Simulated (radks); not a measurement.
Spherical jellium clusters: N electrons in a uniform positive sphere of charge N and radius rs N^(1/3), rs = 3.46 bohr. Calculated with a radial shooting solver with Libxc functionals: non-relativistic Kohn-Sham, LDA (Slater exchange, Perdew-Wang correlation), spin-polarised, spherical densities. Levels are named by radial order and angular momentum (1s, 1p, 1d, 2s, ...), and open shells are averaged over m.

N = 19, configuration 1s2 1p6 1d10 2s(up 1, down 0). This is the lowest configuration that the search found. Occupied and some empty levels:

level    occupation  eigenvalue (eV)  <r> (bohr)
1s up             1          -6.0500       5.554
1s down           1          -5.8827       5.828
1p up             3          -4.9111       6.821
1p down           3          -4.8457       6.877
1d up             5          -3.5733       7.704
1d down           5          -3.5290       7.707
2s up             1          -3.1728       6.553
2s down           0          -2.8674       6.719
1f up             0          -2.0693       8.541
1f down           0          -2.0261       8.536
2p up             0          -1.5274       8.491
2p down           0          -1.4041       8.756
1g up             0         -0.48616       9.653
1g down           0         -0.44199       9.671

Energy (eV): total -34.4628, kinetic 41.819, external -1253.2, Hartree 616.26, exchange-correlation -77.716, background 638.38.
